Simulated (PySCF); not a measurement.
Cl4Hf (SMILES [Cl][Hf]([Cl])([Cl])[Cl]), singlet, geometry from GFN2-xTB (such geometries of metal compounds can be far from the true shape) (core potentials on Hf).

PySCF was given this input:
```python
from pyscf import gto, scf, dft

mol = gto.Mole()
mol.atom = '''
    Hf   -0.000000    0.000000   -0.000000
    Cl    1.780450   -0.578059   -1.237178
    Cl    0.665172    0.484183    2.087553
    Cl   -0.988261    1.799084   -0.906313
    Cl   -1.457362   -1.705207    0.055938
'''
mol.basis = 'def2-svp'
mol.ecp = {'Hf': 'def2-svp'}
mol.charge = 0
mol.spin = 0
mol.verbose = 4
mol.build()

mf = dft.RKS(mol)
mf.xc = 'pbe'
mf = mf.density_fit(auxbasis='def2-universal-jkfit')
mf.kernel()
mf.analyze()
```

### Question
What is the computed number of basis functions (DF-PBE/def2-SVP run with PySCF)?

### Answer
104

### Question
Predict the dipole moment from DF-PBE/def2-SVP.

### Answer
0.00 D

### Question
What is the computed HOMO energy (DF-PBE/def2-SVP)?

### Answer
-8.32 eV

### Question
What nuclear repulsion energy does DF-PBE/def2-SVP give?

### Answer
442.8670 Eh

### Question
Give the total energy at the level DF-PBE/def2-SVP.

### Answer
-1887.8224 Eh
